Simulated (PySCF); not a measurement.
Compound: C2H9OSSi2 (doublet state).
Cartesian coordinates in Å at the GFN2-xTB level; atoms count from 1:
```xyz
15
C2H9OSSi2 angstrom
C      2.6183   -1.1635   -0.3460
S      2.1829    0.3824    0.2199
Si     0.1538    0.5480   -0.5913
C     -0.4206    2.2499    0.0311
Si    -1.1308   -1.2455    0.0866
O     -2.5242   -0.8301   -0.6487
H      3.6041   -1.4965   -0.0932
H      2.1260   -1.5686   -1.2083
H      0.3954    0.6428   -2.0434
H     -0.4846    2.2697    1.1166
H     -1.4046    2.4835   -0.3640
H      0.2606    3.0415   -0.2703
H     -1.3538   -1.3730    1.5340
H     -0.7100   -2.5773   -0.3687
H     -3.3169   -1.3554   -0.5820
```

The hyperfine couplings belong to this conformer and change with its torsions.

As a line formula: `[CH2]S[Si@H](C)[SiH2]O` [radical].

Computed with UKS B3LYP, pcH-1 on C H O S Si, non-relativistic, mean-field spin-orbit, GIAO in PySCF. One conformer (not necessarily the lowest) at the GFN2-xTB geometry, without solvent, vibrations or thermal averaging. The geometry wasn't refined by DFT: couplings that depend on bond lengths, twists or pyramidal angles can differ widely from those at the functional's own minimum. The SCF solution wasn't tested for stability.

Problem. Match the computed a_iso(13C) values +117.2, -0.7 MHz with the sites C1; C4.

Solution. 
```tsv
site	a_iso (MHz)	ρ(0) (bohr⁻³)	position	distance from C1 (Å)	spin population	largest |T| (MHz)
C1	+117.2	+0.1040	largest spin population	0.00	+0.86	137.6
C4	-0.7	-0.0007	3 bonds from C1	4.59	0.00	0.4
```

Problem. Match the computed a_iso(29Si) values -3.9, +0.8 MHz with the sites Si3; Si5.

Solution. 
```
site  a_iso (MHz)  ρ(0) (bohr⁻³)         position  distance from C1 (Å)  spin population  largest |T| (MHz)
 Si3         +0.8        -0.0009  2 bonds from C1                  3.01            +0.02                1.5
 Si5         -3.9        +0.0044  3 bonds from C1                  3.77            +0.01                1.8
```

ρ(0) is the spin density at the nucleus and T the dipolar tensor; a_iso includes a spin–orbit part; entries for several nuclei are means. The largest Mulliken spin populations are on C1 (+0.86) and S2 (+0.18). The angles at C1 add up to 355.2°, so it is nearly planar; its axial dipolar tensor and the negative couplings of its protons fit spin in a p orbital normal to that plane.

β density exceeds α density at some nuclei, such as H7 (-0.0109) and H8 (-0.0087), spin density in bohr⁻³. In a single determinant that takes different orbitals for the two spins, that is spin polarisation.

Means are taken over nuclei equivalent by connectivity, which assumes that they swap fast. H7 and H8 aren't averaged: C1 is flat or nearly so (angle sum 355°), and its turn about the short C1–S2 bond (1.70 Å) is taken as slow.

Time: 91 s of wall time (with the writing of density and orbital grids); peak memory 0.92 GiB. Hardware: one thread, Arm Neoverse V1 (aarch64), no GPU, shared host with 32 logical CPUs at a one-minute load of 35.
